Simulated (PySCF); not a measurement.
C2H4ClNSi. Atoms are numbered in the order given.

```xyz
9

Cl     1.9572    -0.2195    -0.2133
Si     0.0663     0.1456     0.5470
C     -1.1922     1.1430    -0.4230
N     -2.0585     0.1946    -0.4824
C     -1.3833    -0.9941     0.0890
H      0.2476     0.5101     1.9827
H     -1.4103     2.1465    -0.8127
H     -1.9842    -1.4773     0.8756
H     -1.1909    -1.7412    -0.6969
```
Charge 0, spin multiplicity 1.

Geometry: PBE0-D3(BJ)/def2-SVP. The structure was generated by enumeration; whether it is a known compound was not checked.

Method: PBE/pcSseg-1 run with PySCF.

GIAO shieldings, no solvent; atoms listed in one row are averaged. δ = σ(ref) − σ: ³⁵Cl against HCl (σ = 936.5 ppm); ²⁹Si against TMS (σ = 335.4 ppm); ¹³C against TMS (σ = 182.0 ppm); ¹⁵N against NH3 (σ = 267.0 ppm); ¹H against TMS (σ = 31.49 ppm), references at their B3LYP-D3(BJ)/def2-TZVP geometries, non-relativistic (without spin–orbit terms, shifts of atoms bonded to Cl or Br come out too high).

Computed chemical shifts:
```tsv
nucleus	atoms	count	δ (ppm)
³⁵Cl	Cl1	1	87.9
²⁹Si	Si2	1	6.2
¹³C	C3	1	196.1
¹³C	C5	1	63.8
¹⁵N	N4	1	508.9
¹H	H7	1	8.80
¹H	H6	1	6.69
¹H	H9	1	4.43
¹H	H8	1	4.31
```
